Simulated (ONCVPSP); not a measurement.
u(r) = r·R(r): atom against pseudo-atom (magnesium (Mg))

Columns: radius, all-electron u(r) and pseudo u(r) of the 2s shell (level -79.55 eV) of magnesium in the configuration [He] 2s2 2p6 3s2; PBE, non-relativistic, ONCV scheme, ONCVPSP 4.0.1.

```tsv
r (bohr)	all-electron	pseudo
0.065	-0.5574	0.2268
0.130	-0.3300	0.4438
0.195	0.1037	0.6419
0.260	0.5182	0.8135
0.325	0.8396	0.9529
0.390	1.0564	1.0571
0.455	1.1808	1.1250
0.520	1.2321	1.1581
0.585	1.2298	1.1594
0.650	1.1905	1.1337
0.715	1.1272	1.0864
0.780	1.0497	1.0231
0.845	0.9651	0.9494
0.910	0.8784	0.8700
0.975	0.7930	0.7891
1.040	0.7113	0.7097
1.105	0.6345	0.6340
1.170	0.5634	0.5633
1.235	0.4984	0.4984
1.300	0.4394	0.4394
1.365	0.3863	0.3863
1.430	0.3388	0.3388
1.495	0.2965	0.2965
1.560	0.2590	0.2590
1.625	0.2258	0.2258
1.690	0.1966	0.1966
```

**Question.** How many radial nodes do the two functions have?

**Answer.** The all-electron 2s function has n − l − 1 = 1; the pseudo-wave has 0, since the states of the same l below it are removed with the core.

**Question.** At about which radius was the pseudo-wave matched?

**Answer.** 1.30 bohr. The columns agree to 0.0005 from 1.10 bohr on; several derivatives are matched, so the curves merge somewhat inside the radius.

**Question.** Is the pseudo-wave norm-conserving?

**Answer.** Yes: the ONCV scheme keeps the norm inside the radius equal to the all-electron one, which fixes the energy derivative of the logarithmic derivative at the level.
